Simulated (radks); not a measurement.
Task: Tc, configuration [Kr] 4d3 5s2 5p2 (not the ground configuration). Method: Dirac Kohn-Sham, PBE, spin-unpolarised, spherical densities, finite nucleus; open shells fill j = l - 1/2 first; Fermi nuclear charge, rms radius 4.4112 fm; computed with a radial shooting solver on a logarithmic mesh with Libxc functionals.

Spin-orbit splittings of the eigenvalues, e(l+1/2) - e(l-1/2), with zeta = 2 splitting/(2l+1) and mean radii in bohr:

| shell | occ. | splitting (eV) | zeta (eV) | <r> j=l-1/2 | <r> j=l+1/2 |
|---|---|---|---|---|---|
| 2p | 6 | ? | ? | 0.1271 | 0.1318 |
| 3p | 6 | 19.78 | 13.19 | 0.4090 | 0.4196 |
| 3d | 10 | 3.804 | 1.522 | 0.3968 | 0.4003 |
| 4p | 6 | 3.061 | 2.041 | 1.132 | 1.160 |
| 4d | 3 | 0.3494 | 0.1398 | 1.530 | 1.544 |
| 5p | 2 | 0.2497 | 0.1665 | 3.689 | 3.799 |

Estimate the 2p splitting.

Result: 118.2 eV (zeta = 78.83 eV).
